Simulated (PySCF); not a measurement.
CH3CdF, SMILES [CH3][Cd][F].

The structure is a stationary point at B3LYP-D3(BJ)/def2-TZVP. The def2 effective core potentials stand for the cores of Cd; spin–orbit coupling is left out.

Computed with TDDFT-M06-2X/def2-SVPD in PySCF 2.14.0.

Vertical excitations; the highest root listed may be one member of a degenerate set. Gas-phase values at a fixed geometry. State labels are in the subgroup Cs.

Computed excitation energies, oscillator strengths and character:
| state | symmetry | energy (eV) | λ (nm) | f | main pairs |
|---|---|---|---|---|---|
| S1 | A' | 6.70 | 185 | 0.384 | HOMO→LUMO 94 % |
| S2 | A' | 6.98 | 178 | 0.103 | HOMO→LUMO+1 (degenerate set) |
| S3 | A" | 6.98 | 178 | 0.103 | HOMO→LUMO+2 (degenerate set) |
| S4 | A" | 7.31 | 170 | 0.027 | HOMO−2→LUMO (degenerate set) |
| S5 | A' | 7.31 | 170 | 0.027 | HOMO−1→LUMO (degenerate set) |
| S6 | A' | 8.13 | 152 | 0.027 | HOMO−3→LUMO 61 %, HOMO−2→LUMO+2 15 %, HOMO−1→LUMO+1 15 % |
| S7 | A" | 8.30 | 149 | 0.000 | HOMO−2→LUMO+1 48 %, HOMO−1→LUMO+2 48 % |
| S8 | A' | 8.37 | 148 | 0.000 | HOMO−1→LUMO+1, HOMO−2→LUMO+2 (degenerate set) |
| S9 | A" | 8.37 | 148 | 0.000 | HOMO−2→LUMO+1, HOMO−1→LUMO+2 (degenerate set) |
| S10 | A' | 8.51 | 146 | 0.015 | HOMO→LUMO+3 89 % |
| T1 | A' | 5.37 | 231 | 0 | HOMO→LUMO 93 % |
| T2 | A' | 6.53 | 190 | 0 | HOMO→LUMO+1 (degenerate set) |
| T3 | A" | 6.53 | 190 | 0 | HOMO→LUMO+2 (degenerate set) |
| T4 | A" | 7.02 | 177 | 0 | HOMO−2→LUMO 87 % |
Triplets are in the Tamm–Dancoff approximation, which puts them higher than full response would, so one can lie above its singlet here.
